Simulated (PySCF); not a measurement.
# `NC1=CC=C2C=CC=C12`, C8H7N

Geometry:
```json
{"atom": "N1", "x (Å)": "-1.937", "y (Å)": "-1.523", "z (Å)": "0.000"}
{"atom": "C2", "x (Å)": "-1.120", "y (Å)": "-0.469", "z (Å)": "0.106"}
{"atom": "C3", "x (Å)": "-1.646", "y (Å)": "0.908", "z (Å)": "0.335"}
{"atom": "C4", "x (Å)": "-0.603", "y (Å)": "1.756", "z (Å)": "0.399"}
{"atom": "C5", "x (Å)": "0.623", "y (Å)": "0.974", "z (Å)": "0.219"}
{"atom": "C6", "x (Å)": "1.982", "y (Å)": "1.073", "z (Å)": "0.159"}
{"atom": "C7", "x (Å)": "2.507", "y (Å)": "-0.267", "z (Å)": "-0.063"}
{"atom": "C8", "x (Å)": "1.469", "y (Å)": "-1.154", "z (Å)": "-0.135"}
{"atom": "C9", "x (Å)": "0.254", "y (Å)": "-0.396", "z (Å)": "0.041"}
{"atom": "H10", "x (Å)": "-2.932", "y (Å)": "-1.413", "z (Å)": "0.063"}
{"atom": "H11", "x (Å)": "-1.573", "y (Å)": "-2.445", "z (Å)": "-0.159"}
{"atom": "H12", "x (Å)": "-2.699", "y (Å)": "1.145", "z (Å)": "0.427"}
{"atom": "H13", "x (Å)": "-0.665", "y (Å)": "2.826", "z (Å)": "0.557"}
{"atom": "H14", "x (Å)": "2.585", "y (Å)": "1.968", "z (Å)": "0.256"}
{"atom": "H15", "x (Å)": "3.559", "y (Å)": "-0.511", "z (Å)": "-0.156"}
{"atom": "H16", "x (Å)": "1.560", "y (Å)": "-2.222", "z (Å)": "-0.295"}
```

Computed, not measured: PySCF 2.14.0, UKS BHandHLYP/def2-SV(P) four-point reorganisation energy, gas phase. Geometry: BHandHLYP/def2-SV(P).

(1) What is the inner reorganisation energy for electron transfer, with the electron affinity?

## Answers

(1) λ = 0.445 (surface of the reduced species) + 0.413 (surface of the starting species) = 0.858 eV. The electron affinity is 0.03 eV vertical and 0.47 eV adiabatic without zero-point energy; at the relaxed geometry of the reduced species the two energies differ by 0.89 eV. Largest bond changes: C2–C3 1.492 → 1.412 Å, N1–C2 1.338 → 1.406 Å, C3–C4 1.346 → 1.412 Å, C5–C6 1.363 → 1.415 Å, C9–C2 1.377 → 1.425 Å. ⟨S²⟩ of the relaxed reduced species 0.800.

The highest occupied orbital of the reduced species is unbound in this basis, so its energies are rough.
